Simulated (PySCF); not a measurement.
## [Be3O]+ at several levels of theory

All levels use the PBE0 minimum (quartet; O–Be 1.521 Å (×3); Be–O–Be 120.0° (×3)), basis [O def2-TZVP, Be def2-TZVP], no relativity, density fitting, no spin–orbit coupling, PySCF. For vertical energies the ionised species is a triplet (spins chosen at PBE0 and kept) and the electron-attached one a triplet. Open shells are unrestricted, also as the reference of the correlated levels. A dash marks a value that was not computed or is not defined at that level.

```
  level  vertical IP (eV)  vertical EA (eV)  −ε(HOMO) (eV)
   PBE0             13.30              6.79          11.22
     HF             13.62              5.26          13.94
    MP2             13.60              6.38              –
    PBE             13.17              6.99          10.23
CCSD(T)             13.57              6.89              –
```

For Be₃O⁺ itself CCSD(T) correlates 17 electrons; T1 = 0.012, D1 = 0.034, (T) = -27 kJ/mol.

Problem. Which levels differ least and most from CCSD(T) in the vertical IP?

Solution. Least: MP2 (+0.03 eV); most: PBE (-0.40 eV).

Spin contamination in at least one species weakens the values at: HF, MP2.
